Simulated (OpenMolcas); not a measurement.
## Au VI: effect of the active space

* Program: OpenMolcas 26.06
* Method: MS-CASPT2, IPEA 0.25 Eh, imaginary shift 0.1 Eh
* Basis: ANO-R2
* Scalar Hamiltonian: X2C, finite nucleus
* Spin-orbit coupling: state interaction with AMFI integrals over the reference wave functions, term energies averaged over their components

A. 6 electrons in 5 orbitals (5d); 2S+1 = 5 even, 5 roots; 2S+1 = 3 even, 45 roots; 2S+1 = 1 even, 50 roots; closed shells correlated: 5s 5p; CASPT2 step of the order of 50 core-seconds
B. 6 electrons in 10 orbitals (5d 6d); 2S+1 = 5 even, 5 roots; 2S+1 = 3 even, 45 roots; 2S+1 = 1 even, 49 roots; closed shells correlated: 5s 5p; CASPT2 step roughly 30 core-minutes

Energies in cm-1 above 5d6 5D4.

```csv
Level,A,B
5d6 5D4,0.0,0.0
5d6 5D3,9440,9360
5d6 5D0 [70 %],13220,13090
5d6 5D1,13330,13090
5d6 3G5 [53 %],24720,24660
5d6 3H6,25350,25340
5d6 3F2(1) [60 %],30280,30090
5d6 3D1 [70 %],37030,36760
5d6 3D2 [62 %],38580,38390
5d6 3G4 [52 %],38820,38670
5d6 3H5 [53 %],40140,40060
5d6 3D3 [69 %],41010,40860
5d6 3G3 [50 %],43690,43500
5d6 3P0(2),43790,45090
5d6 1I6,45690,45640
5d6 1F3 [57 %],47160,46960
5d6 3P1(1) [64 %],48900,48820
5d6 1G4(1) [53 %],52870,52760
5d6 1D2(1) [52 %],53500,53460
5d6 3P1(2),57710,57480
5d6 3F4(2),62880,63030
5d6 3F2(2),63280,63020
5d6 3P2(2) [69 %],72320,72330
5d6 3F3(2) [54 %],72830,72860
```

The spin-orbit steps hold different terms of 5d6 (B lacks a 1S), which shifts levels as well.

Between A and B the level of the table that moves most is 5d6 3P0(2), by 1300 cm-1 (lowest in A, highest in B). Moves below CASPT2's spread within the term are not significant.

CASPT2 breaks the degeneracy within a term, and the mean is taken; among the terms shown or strongly mixed into the levels shown the widest spread is 1200 cm-1 (5d6 1I, B). Active for correlation alone: 6d; no level in the range computed is led by a configuration that fills it, so any true level of that kind is missing (holds for B). The CASPT2 spread within a term exceeds the gap to the next term for 5d6 1I and 5d6 1G(1), so the order of their levels is uncertain (holds for B). Levels of configurations outside the active space are missing. The table leaves out levels that lie high or whose names do not pair safely across all columns.

A share in square brackets marks a mixed level and gives the weight of the term that names it, the lowest over the columns. A number in round brackets counts repeated terms of one configuration in the order of the reference energies.
